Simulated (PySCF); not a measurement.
Sn(H)(F)(OH)2 (FH3O2Sn), SMILES [OH][SnH]([OH])[F]. Heavy atoms are numbered as in [SnH:1]([OH:2])([OH:3])[F:4]. Hydrogens are named by the atom that carries them.

Geometry: B3LYP-D3(BJ)/def2-SVP. The def2 effective core potentials stand for the cores of Sn; spin–orbit coupling is left out. The values are those of a single conformer.

Level of theory: HF/def2-TZVP (PySCF).

Atomic charges (e), one atom of each kind:

```json
[
 {"atom": "Sn1 (SnH)", "Löwdin": "0.88", "Mulliken": "1.53"},
 {"atom": "O2 (OH)", "Löwdin": "-0.39", "Mulliken": "-0.80"},
 {"atom": "F4", "Löwdin": "-0.36", "Mulliken": "-0.60"},
 {"atom": "H on Sn1", "Löwdin": "-0.06", "Mulliken": "-0.02"},
 {"atom": "H on O2", "Löwdin": "0.17", "Mulliken": "0.35"}
]
```
